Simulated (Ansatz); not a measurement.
`[F][GeH2][CH2]Cl` + `CCCC` → `CCCCCCl` + `[F][GeH3]`  (formal exchange of groups at a C–Ge bond)

Calculated with Ansatz (gas phase, PBE0-D4/def2-TZVP geometries, no zero-point term in ΔE). CCSD(T)/CBS adds triple-zeta CCSD(T) − MP2 to the extrapolated MP2 energy (def2 sets, frozen cores). DFT in def2-TZVPP. B3LYP here is the variant with VWN-RPA as its local correlation; programs differ in this. For Ge outer-core shells are correlated without core-valence functions, which leaves a few kJ/mol of doubt a bond. Scalar relativity is left out up to krypton. Each species was taken in one conformer, which may not be the lowest.

```
          level  ΔE (kJ/mol)  difference from CCSD(T)/CBS
        ωB97X-V         10.4                         -3.6
            PBE         15.3                          1.3
           PBE0         13.4                         -0.6
          B3LYP         15.5                          1.5
  HF/def2-TZVPP         10.0                         -4.0
 MP2/def2-TZVPP         13.2                         -0.8
CCSD/def2-TZVPP         12.7                         -1.3
 MP2/def2-QZVPP         13.8                         -0.2
   HF/CBS(def2)          9.3                         -4.7
  MP2/CBS(def2)         14.7                          0.7
    CCSD(T)/CBS         14.0                            0
```

Largest T1 diagnostic among the species: 0.012.
